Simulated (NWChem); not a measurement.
System meant: GeI$_{3}$ cation

Here is an NWChem input.

```
start job
memory heap 200 mb stack 900 mb global 1100 mb
charge 1
geometry units angstroms noautoz
  I      2.355437    -0.568766     0.000000
  Ge     0.000000     0.000000     0.000000
  I     -1.670284    -1.755485     0.000000
  I     -0.685153     2.324251     0.000000
end
basis spherical
  I library def2-svp
  Ge library def2-svp
end
dft
  xc xpbe96 cpbe96
  iterations 150
  mulliken
end
task dft energy
```

End of the output:

```
             Grid Information
             ----------------
          Grid used for XC integration:  medium
          Radial quadrature: Mura-Knowles
          Angular quadrature: Lebedev.
          Tag              B.-S. Rad. Rad. Pts. Rad. Cut. Ang. Pts.
          ---              ---------- --------- --------- ---------
          I                   1.40      123          11.0       590
          Ge                  1.25      112           9.0       590
          Grid pruning is: on
          Number of quadrature shells:   235
          Spatial weights used:  Erf1

          Convergence Information
          -----------------------
          Convergence aids based upon iterative change in
          total energy or number of iterations.
          Levelshifting, if invoked, occurs when the
          HOMO/LUMO gap drops below (HL_TOL):  1.00D-02
          DIIS, if invoked, will attempt to extrapolate
          using up to (NFOCK): 10 stored Fock matrices.

                    Damping( 0%)  Levelshifting(0.5)       DIIS
                  --------------- ------------------- ---------------
          dE  on:    start            ASAP                start
          dE off:    2 iters        150 iters           150 iters

      Screening Tolerance Information
      -------------------------------
          Density screening/tol_rho:  1.00D-10
          AO Gaussian exp screening on grid/accAOfunc:  14
          CD Gaussian exp screening on grid/accCDfunc:  20
          XC Gaussian exp screening on grid/accXCfunc:  20
          Schwarz screening/accCoul:  1.00D-08

      Superposition of Atomic Density Guess
      -------------------------------------

      charge =      53.0 I (Iodine)

      symmetry species            s     p     d     f
      number of basis functions =10     7     6
      number of cont. functions = 4     4     2
      number of closed shells   = 5     3     2
      number of open shells     = 0     1     0
      open shell occupation     = 0     5     0
 ------------------------------------------------------------------------
 atomscf:atomd: error in atom scf                   0
 ------------------------------------------------------------------------
 ------------------------------------------------------------------------
  current input line :
    19: task dft energy
 ------------------------------------------------------------------------
 ------------------------------------------------------------------------
 This error has not yet been assigned to a category
 ------------------------------------------------------------------------
 For more information see the NWChem manual at https://nwchemgit.github.io

0:atomscf:atomd: error in atom scf:Received an Error in Communication
```

What is wrong, and how is it mended?

The run crashed. Cause: the def2 basis of a heavy element holds valence functions alone and wants its effective core potential (without it all electrons must fit into that basis). This input runs:
```
start job
memory heap 200 mb stack 900 mb global 1100 mb
charge 1
geometry units angstroms noautoz
  I      2.355437    -0.568766     0.000000
  Ge     0.000000     0.000000     0.000000
  I     -1.670284    -1.755485     0.000000
  I     -0.685153     2.324251     0.000000
end
basis spherical
  * library def2-svp
end
ecp
  I library def2-ecp
end
dft
  xc xpbe96 cpbe96
  iterations 150
  mulliken
end
task dft energy
```
It converges to -2969.32318 Ha (PBE/def2-SVP with def2 effective core potentials on I).
